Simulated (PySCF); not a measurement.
**How methods differ on the ionisation energy of Ta**

Ta [Xe] 4f14 5d3 6s2 (4F) → Ta⁺ [Xe] 4f14 5d3 6s1 (5F), as a difference of total energies. All numbers are calculated (PySCF 2.14, a scalar-relativistic core potential, in def2-QZVPPD with the def2 core potential (60 electrons) (7s6p4d3f2g, 84 functions)). Correlated levels: valence: 5s2 5p6 frozen. The calculations carry no spin-orbit coupling.

Q: Order these methods by the ionisation energy they give, lowest first.
A. CCSD(T) (valence)
B. CCSD (valence)
C. SCS-MP2 (valence)
D. MP2 (valence)

A: D (6.917 eV), B (7.107 eV), C (7.159 eV), A (7.228 eV).

Errors of the correlated levels include the incompleteness of this basis and the frozen core.

For comparison: 7.573 eV (measured; NIST levels, between the centres of gravity of the two terms).
